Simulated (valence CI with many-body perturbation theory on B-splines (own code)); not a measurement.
# Sensitivity of CI+MBPT for Rb6+

Calculated by configuration interaction combined with many-body perturbation theory (CI+MBPT): three valence electrons over a frozen Dirac-Fock core [Ar] 3d10, a basis of 6 s, 6 p, 5 d, 3 f, 1 g functions for each j, with the one-electron correlation potential Σ1 (screened to all orders), the two-electron term Σ2, the three-electron term Σ3, Breit, model QED; selected single and double excitations, second order for the rest, scaled by the run's own slope (own B-spline code, finite nucleus).

Set against measurement, 17 paired levels are off by 168 cm⁻¹ on average, the worst by 307. These come from a selection out of Sansonetti, J. Phys. Chem. Ref. Data 35, 301 (2006). Levels without a partner in it may be off by more.

The reference run has the lowest level 4s2 4p 2P°_1/2 and an ionisation energy of 99.0904 eV. Its largest variational space holds 4047 state functions.

Names give the largest LS component (configuration and term), which can be under half, so a name can repeat, a term be missing and a line seem to break the LS rules; names also repeat where a configuration has a term twice.

Changed runs:
A. natural orbitals for correlation on → off
B. factor on the speed of light 1 → 100; QED terms on → off
C. size limit of the variational space 10000 → 6000
D. Davidson iteration limit 60 → 2 (bad on purpose)

Excitation energies of the reference run in cm⁻¹, and shifts in cm⁻¹:

```tsv
Level	Reference	A	B	C	D
4s2 4p 2P°_3/2	10460	-24	-10460	0	0
4s 4p2 4P_1/2	122014	-777	-10957	0	0
4s 4p2 4P_3/2	126438	-805	-15382	0	0
4s 4p2 4P_5/2	131840	-781	-20783	0	0
4s 4p2 2D_3/2	160605	+131	-17309	0	0
4s 4p2 2D_5/2	162097	+117	-18800	0	0
4s 4p2 2S_1/2	190868	+1132	-15958	0	+0.3
4s 4p2 2P_1/2	203073	+912	-17395	0	+0.1
4s 4p2 2P_3/2	207178	+754	-21500	-0.1	+0.1
4s2 4d 2D_3/2	256066	+711	-11592	0	0
4s2 4d 2D_5/2	257345	+700	-12871	0	+0.1
4p3 2D°_3/2	311328	-313		0	0
Ionisation energy (eV)	99.0904	-0.0629	-1.2171	0	0
```

A blank means that the level has no clear partner in that run.

Run D: The Davidson iterations stopped at their limit.
